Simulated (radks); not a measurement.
The numbers below are computed, except where a source is named.
Ionisation of the rubidium ion Rb+, [Kr], to [Ar] 3d10 4s2 4p5 as the strength of local exchange is varied. Code: a radial shooting solver on a logarithmic mesh with Libxc functionals. Model: Dirac Kohn-Sham, Slater X-alpha exchange (alpha = 2/3 is LDA exchange), no correlation, spin-unpolarised, spherical densities, finite nucleus; Fermi nuclear charge, rms radius 4.2036 fm.

alpha  E(Rb+) (hartree)  exchange (hartree)  IE (eV)  -e of the level emptied (eV)  <r> of it (bohr)
0.551       -2958.16926           -77.03993   24.126                18.350 (4p3/2)             1.775
0.667       -2974.43058           -93.74623   25.971                20.076 (4p3/2)             1.738
0.678       -2975.97700           -95.33922   26.149                20.243 (4p3/2)             1.734
0.723       -2982.31119          -101.87180   26.885                20.933 (4p3/2)             1.720
0.947       -3014.03088          -134.76709   30.685                24.522 (4p3/2)             1.655
0.993       -3020.58376          -141.60010   31.494                25.290 (4p3/2)             1.643

NIST Atomic Spectra Database: 27.290 eV (measured). The Delta-SCF value meets it near alpha = 0.75. Spin polarisation and multiplet splitting are left out, so open shells lie too high by an amount that depends on their filling.

Beside tabulated values, note that spin-unpolarised runs miss the spin-polarisation part of the exchange energy of open shells.
